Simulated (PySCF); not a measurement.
Gas-phase reaction: InF + 2 H → InH + HF

Method: PySCF energies plus ideal-gas RRHO corrections (1 bar). † marks an energy on the PBE0/def2-TZVP geometry and frequencies. MP2 and CCSD(T) freeze the core. Open shells (unrestricted): H (multiplicity 2); the rest are closed-shell singlets. In: scalar-relativistic def2 core potential, no spin-orbit coupling. InH: computed as isolated molecules; such fragments, hydroxides, amides, oligomers or adducts are transient or little studied in the gas. MP2 isn't extrapolated to the basis-set limit. CCSD(T) isn't extrapolated to the basis-set limit.

MP2/def2-SVP† gives ΔH°(298 K) = -242 kJ.

What do PBE0/def2-SVP†, CCSD(T)/def2-TZVPP†, BLYP/def2-TZVP† give?

PBE0/def2-SVP†: -265 kJ; CCSD(T)/def2-TZVPP†: -292 kJ; BLYP/def2-TZVP†: -265 kJ. For scale, ΔH°(298 K) is -242 kJ at this level, -280 kJ at ωB97M-V/def2-TZVP†, and runs from -300 to -197 kJ over the 18 levels computed.
